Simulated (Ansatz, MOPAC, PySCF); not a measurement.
Diatomic CoB, closed-shell singlet (lowest of 2S+1 = 1, 3, 5 at CCSD(T)/def2-TZVPP on PBE0 minima; our sources give no spin for the ground state, which may be another). No spin–orbit coupling. Co is treated without relativity. The T1 diagnostic near the minimum is 0.052, so single-reference values are doubtful.

The constants come from a fifth-degree fit in 1/R (seven points, main isotopes). Runs in def2 and cc sets follow the lowest solution found near the PBE0 minimum. The singlet is held restricted.

Rows in LANL2DZ carry no dispersion term and start afresh at each structure. LANL2DZ brings its own core potentials from Na on. The state that PM6 reach isn't checked.

Programs: Ansatz (a program for electronic structure) with Gaussian orbitals; MOPAC for PM6 (differences of heats of formation); PySCF for LANL2DZ rows. Each number belongs to the level named beside it.

```
level                 r_e (Å)  ω_e (cm⁻¹)  ω_e x_e (cm⁻¹)  dipole (D)
--------------------  -------  ----------  --------------  ----------
PM6                     1.506         742             2.0           -
PBE/def2-TZVPP          1.608         893             5.1        3.06
r2SCAN/def2-TZVPP       1.587         916             4.6        3.45
B3LYP/LANL2DZ           1.622         938             5.7        3.74
B3LYP/def2-TZVPP        1.572         958             5.4        3.45
BHLYP/def2-TZVPP        1.529        1040             4.7        3.53
CAM-B3LYP/def2-TZVPP    1.550           ?             5.1        3.47
wB97X-V/def2-TZVPP          ?           ?             4.9        3.61
```

### Question
What belongs in the gaps?

### Answer

- wB97X-V/def2-TZVPP, r_e (Å): 1.553
- wB97X-V/def2-TZVPP, ω_e (cm⁻¹): 1021
- CAM-B3LYP/def2-TZVPP, ω_e (cm⁻¹): 1012
